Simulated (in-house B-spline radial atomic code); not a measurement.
Mn⁺. Computed with a B-spline radial atomic code. Model: non-relativistic spherical atom: semilocal Troullier-Martins pseudo-atom, one channel per l, against all electrons, high spin, G0W0 and RPA with empty states to l = 8, local potential for every l without a channel, a model core (radius 0 = none) keeps its share of the functional.

What the tables leave out is listed at the end.

The pseudopotential gives back the lowest level of each angular momentum of its own functional in the configuration it was made in; a second state of the same l is only approximately right. Exact exchange, RPA and GW see the smooth pseudo-orbitals and miss the exchange with the core, for which the functional's share stands in. The column with an uncorrelated core keeps all orbitals and exact exchange, and so separates missing core correlation from pseudisation. Only the three outermost levels and the lowest empty one were computed. RPA here is direct RPA, with no exchange kernel, and its energies carry an (l + 1/2)⁻⁴ tail. A hybrid on a potential with a model core restores only its own semilocal share of the core's exchange.

Command:
```bash
python run_psgw.py task.json out
```
Settings (lengths in bohr, energies in hartree):
```
Z                      25
electrons              24
configuration          [Ar] 3d5 4s1
generated_in           [Ar] 3d5 4s1
functional             pbe,pbe
core_shells            3
radius_factor          0.8
core_correction        True
ion_configuration      [Ar] 3d5
```

Run time, properties included: 33 s on 1 thread of Intel(R) Xeon(R) Platinum 8488C (Sapphire Rapids) (shared host).

Given: made with PBE; model core radius 0.432 bohr; local radius 0.777 bohr; mean-field start PBE.

Valence shells of the generating configuration: 3s, 3p, 3d, 4s.

Channel: s 0.593, p 0.605, d 1.822 (radii in bohr).

Computed: largest level miss in the spin-unpolarised generating configuration 0.126 eV; valence RPA correlation energy all-electron orbitals -0.87667 hartree; all-electron RPA polarisability, core included 20.92 bohr³; ionisation by mean-field all-electron 16.104 eV; ionisation by mean-field pseudo minus all 0.135 eV; ionisation by RPA all-electron 16.113 eV; ionisation by RPA pseudo minus all 0.221 eV.

```
          level  occupied  mean-field all-electron (eV)  mean-field pseudo minus all (eV)  G0W0 all-electron (eV)  G0W0 uncorrelated core minus all (eV)  G0W0 pseudo minus all (eV)  exchange self-energy all-electron (eV)  exchange self-energy pseudo (eV)
          4s up         1                       -12.457                            -0.101                 -16.245                                   0.01                      -0.168                                 -12.141                           -11.719
3d down (empty)         0                       -11.609                             0.255                 -6.5809                                  0.105                       0.444                                 -12.284                           -10.269
```

(1) What is the pseudo-atom RPA polarisability?

(2) What is the valence RPA correlation energy pseudo?

Given: mean-field start PBE0.

Computed: valence RPA correlation energy all-electron orbitals -0.83049 hartree; valence RPA correlation energy pseudo -0.82078 hartree; all-electron RPA polarisability, core included 18.239 bohr³; ionisation by mean-field all-electron 15.785 eV; ionisation by mean-field pseudo minus all 0.057 eV; ionisation by RPA pseudo minus all 0.122 eV.

| level | occupied | mean-field all-electron (eV) | mean-field pseudo minus all (eV) | G0W0 all-electron (eV) | G0W0 uncorrelated core minus all (eV) | G0W0 pseudo minus all (eV) | exchange self-energy all-electron (eV) | exchange self-energy pseudo (eV) |
| --- | --- | --- | --- | --- | --- | --- | --- | --- |
| 4s up | 1 | -13.131 | -0.044 | -16.121 | 0.01 | -0.087 | -11.911 | -11.434 |
| 3d up | 1 | -18.885 | -0.216 | -23.356 | 0.101 | -0.192 | -39.917 | -37.161 |
| 3p down | ? | ? | ? | ? | ? | ? | ? | ? |
| 3d down (empty) | 0 | -8.7679 | -0.095 | -5.5424 | 0.104 | 0.228 | -11.344 | -9.7502 |

(3) What belongs in the row 3p down?

(4) What is the pseudo-atom RPA polarisability?

(5) What is the ionisation by RPA all-electron?

## Answers

(1) 20.423 bohr³.

(2) -0.86735 hartree.

(3) occupied: 1; mean-field all-electron (eV): -61.533; mean-field pseudo minus all (eV): 0.293; G0W0 all-electron (eV): -66.029; G0W0 uncorrelated core minus all (eV): 0.129; G0W0 pseudo minus all (eV): -0.069; exchange self-energy all-electron (eV): -43.889; exchange self-energy pseudo (eV): -38.658.

(4) 18.044 bohr³.

(5) 15.974 eV.

Among the listed levels the largest G0W0 shift of the pseudo-atom is +0.44 eV, for 3d down (empty) on the PBE start, while leaving the core uncorrelated moves that level by +0.10 eV. So pseudisation and the lost core exchange, not the missing core correlation, make the error. Not in the tables (levels of low weight, unsolved or above zero; the highest and the empty levels are kept at any weight): on PBE the G0W0 levels 3d up (pseudo minus all +0.10 eV, weights 0.40 and 0.60), 3p down (pseudo minus all -0.15 eV, weights 0.63 and 0.65); no Hartree-Fock pseudo-atom is run with a model core.
